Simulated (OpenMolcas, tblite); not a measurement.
# GeH4O2 (SMILES [OH][GeH2][OH]): methods side by side

GeH4O2: 7 atoms, total charge 0, spin state singlet. SMILES: `[OH][GeH2][OH]`. Geometry: relaxed at PBE0-D4/def2-TZVP. This is one conformer, not always the lowest.

```xyz
7

O    -1.4913   -0.4160   -0.1739
Ge    0.0235    0.3770    0.3053
O     1.3474   -0.7989    0.4006
H    -1.6349   -0.4187   -1.1221
H     0.3634    1.4605   -0.7391
H    -0.1725    0.8631    1.7373
H     1.6256   -1.1352   -0.4538
```

Each level gives the vertical energy of the triplet above the singlet (eV). The values are calculated.

```tsv
level	kind	program	value (eV)	less CCSD(T)/cc-pVDZ	CPU time (all runs)
IPEA1-xTB	semi-empirical	tblite	6.26	-1.19	under 2 s
HF/cc-pVDZ	Hartree–Fock	OpenMolcas	6.76	-0.69	19 s
SVWN5/cc-pVDZ	LDA	OpenMolcas	6.51	-0.94	2.6 min
BLYP/cc-pVDZ	GGA	OpenMolcas	6.42	-1.03	2 min
TPSS/cc-pVDZ	meta-GGA	OpenMolcas	6.62	-0.83	2.9 min
B3LYP/cc-pVDZ	global hybrid	OpenMolcas	6.91	-0.54	2.1 min
BHLYP/cc-pVDZ	global hybrid	OpenMolcas	7.16	-0.29	1.9 min
CCSD(T)/cc-pVDZ, open shells restricted	coupled cluster or CI	OpenMolcas	7.45	0.00	2 min
```

CCSD(T)/cc-pVDZ, open shells restricted is the highest level here, not the true value. All-electron rows without a relativistic Hamiltonian named are non-relativistic. The values span 6.26 to 7.45 eV. A triplet this far above the singlet is often a Rydberg-like or dissociative state; sets without diffuse functions put Rydberg states too high. In the correlated wave-function rows the outer d shell of Ge is correlated, in sets not made for it. CPU times are rough (shared hosts, several kinds of processor): they show what a rung costs within a factor of a few.
